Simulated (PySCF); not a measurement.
## BTe⁺: energy against distance

Set-up: B x2c-SVPall, Te x2c-SVPall; spin-free X2C with a Gaussian nucleus (PySCF 2.14). Energies in eV from B⁺ + Te in their ground configurations at the same level. All curves are PBE0. state 1: ³Π (triplet), unpaired electrons σ ↑, π ↑; state 2: Ms = 0 determinant of mixed spin (⟨S²⟩ near 1.0), unpaired electrons σ ↑, π ↓, a second solution, started from another occupation; state 3: ¹Σ⁺ (singlet), closed shell, a second solution, started from another occupation; state 4: triplet, unpaired electrons π ↑↑, a second solution, started from another occupation.

```json
{"R (Å)": "1.770", "state 1": "-2.151", "state 2": "-2.008", "state 3": "-2.201", "state 4": "1.248"}
{"R (Å)": "1.852", "state 1": "-2.789", "state 2": "-2.660", "state 3": "-2.495", "state 4": "0.115"}
{"R (Å)": "1.935", "state 1": "-3.133", "state 2": "-3.015", "state 3": "-2.538", "state 4": "-0.713"}
{"R (Å)": "1.996", "state 1": "-3.250", "state 2": "-3.139", "state 3": "-2.455", "state 4": "-1.182"}
{"R (Å)": "2.058", "state 1": "-3.277", "state 2": "-3.171", "state 3": "-2.305", "state 4": "-1.549"}
{"R (Å)": "2.120", "state 1": "-3.238", "state 2": "-3.136", "state 3": "-2.109", "state 4": "-1.832"}
{"R (Å)": "2.202", "state 1": "-3.115", "state 2": "-3.012", "state 3": "-1.805", "state 4": "-2.109"}
{"R (Å)": "2.305", "state 1": "-2.892", "state 2": "-2.780", "state 3": "-1.398", "state 4": "-2.328"}
{"R (Å)": "2.428", "state 1": "-2.585", "state 2": "-2.452", "state 3": "-0.922", "state 4": "-2.460"}
{"R (Å)": "2.593", "state 1": "-2.186", "state 2": "-2.013", "state 3": "-0.365", "state 4": "-2.490"}
```

**Question.** Put a parabola through the three lowest points of the state 1 curve and estimate Re, k and ωe (reduced mass 10.15 u; 1 eV/Å² = 0.16022 mdyn/Å; ωe = 1302.8·√(k/μ) cm⁻¹).

**Answer.** Through R = 1.996, 2.058, 2.12 Å the second-order coefficient is 8.58 eV/Å², so Re ≈ 2.052 Å, k ≈ 2.75 mdyn/Å and ωe ≈ 678 cm⁻¹. A polynomial fit of higher order to the unrounded PBE0 energies gives Re = 2.050 Å, k = 2.89 mdyn/Å, ωe = 695 cm⁻¹; anharmonicity and rounding make the difference.

The higher-order fit for each curve: state 1: Re = 2.050 Å, ωe = 695 cm⁻¹, De = 3.28 eV; state 2: Re = 2.054 Å, ωe = 700 cm⁻¹, minimum 3.17 eV below the ground-state fragments; state 3: Re = 1.910 Å, ωe = 866 cm⁻¹, minimum 2.55 eV below the ground-state fragments. State 4 gave no clean fit.

These are scalar-relativistic numbers at best; spin–orbit coupling would shift them, the dissociation energy most. For an ion De counts to the pair picked by the measured ionisation energies or electron affinities, which need not be the lowest pair at this level. The state is the lowest determinant that a PBE0 search found; another state may lie lower at other levels.
